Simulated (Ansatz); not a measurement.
The inner images of a band of AsH3 + CH5B (11 atoms, charge 0, multiplicity 1) are given out of order.

All numbers below come from Ansatz 0.2.0, UKS BLYP/def2-SVP.

Image 0:

```xyz
11
Properties=species:S:1:pos:R:3
B 0.869 -0.675 -0.640
C 1.095 -0.733 0.907
H 1.474 0.123 -1.331
H 0.184 -1.508 -1.203
H -0.852 0.885 -1.170
As -2.174 1.627 -0.841
H 1.965 -1.435 1.005
H 0.273 -1.194 1.491
H 1.418 0.215 1.380
H -1.551 2.268 0.421
H -2.701 0.428 -0.020
```

Image 6:

```xyz
11
Properties=species:S:1:pos:R:3
B -0.399 0.206 -1.929
C 1.318 -0.830 1.826
H 0.671 0.742 -2.106
H -0.519 -0.989 -2.083
H 0.432 -0.271 1.466
As -2.041 1.337 -1.677
H 1.806 -1.338 0.973
H 0.999 -1.583 2.571
H 2.032 -0.126 2.294
H -1.499 2.372 -0.681
H -2.799 0.480 -0.655
```

Put them in order from the first end to the last, with their energies above the first end.
A.
```xyz
11
Properties=species:S:1:pos:R:3
B 0.293 -0.231 -0.825
C 0.864 -0.573 0.871
H 1.158 0.441 -1.340
H -0.050 -1.298 -1.284
H -0.236 0.170 0.269
As -1.518 1.020 -1.067
H 1.728 -1.189 0.561
H 0.191 -1.188 1.498
H 1.231 0.298 1.446
H -1.196 2.186 -0.097
H -2.465 0.364 -0.030
```
B.
```xyz
11
Properties=species:S:1:pos:R:3
B 0.796 -0.589 -0.653
C 1.104 -0.768 0.877
H 1.394 0.241 -1.314
H 0.114 -1.400 -1.252
H -0.660 0.680 -0.572
As -1.986 1.390 -0.971
H 2.003 -1.437 0.877
H 0.326 -1.299 1.462
H 1.416 0.152 1.410
H -1.726 2.487 0.087
H -2.781 0.543 0.048
```
C.
```xyz
11
Properties=species:S:1:pos:R:3
B -0.217 0.085 -1.660
C 1.103 -0.697 1.523
H 0.854 0.617 -1.850
H -0.340 -1.111 -1.801
H 0.249 -0.174 1.050
As -1.860 1.225 -1.441
H 1.698 -1.215 0.748
H 0.717 -1.437 2.250
H 1.739 0.043 2.045
H -1.320 2.275 -0.460
H -2.622 0.387 -0.405
```
D.
```xyz
11
Properties=species:S:1:pos:R:3
B 0.592 -0.428 -0.664
C 1.028 -0.694 0.854
H 1.197 0.400 -1.323
H 0.014 -1.306 -1.280
H -0.580 0.404 -0.081
As -1.656 1.123 -1.006
H 1.938 -1.330 0.756
H 0.296 -1.268 1.457
H 1.328 0.212 1.420
H -1.447 2.357 -0.093
H -2.709 0.530 -0.039
```
E.
```xyz
11
Properties=species:S:1:pos:R:3
B -0.044 -0.029 -1.337
C 0.936 -0.595 1.210
H 1.021 0.499 -1.563
H -0.172 -1.223 -1.487
H 0.169 -0.094 0.569
As -1.713 1.132 -1.232
H 1.676 -1.139 0.598
H 0.392 -1.297 1.868
H 1.432 0.200 1.795
H -1.203 2.205 -0.254
H -2.494 0.342 -0.167
```

B (+2.6 kJ/mol), D (+14.5 kJ/mol), A (+66.1 kJ/mol), E (-2.6 kJ/mol), C (-12.5 kJ/mol).

The run took 3.4 min on 4 threads of Arm Neoverse N1 (shared host), peak memory 0.17 GiB.
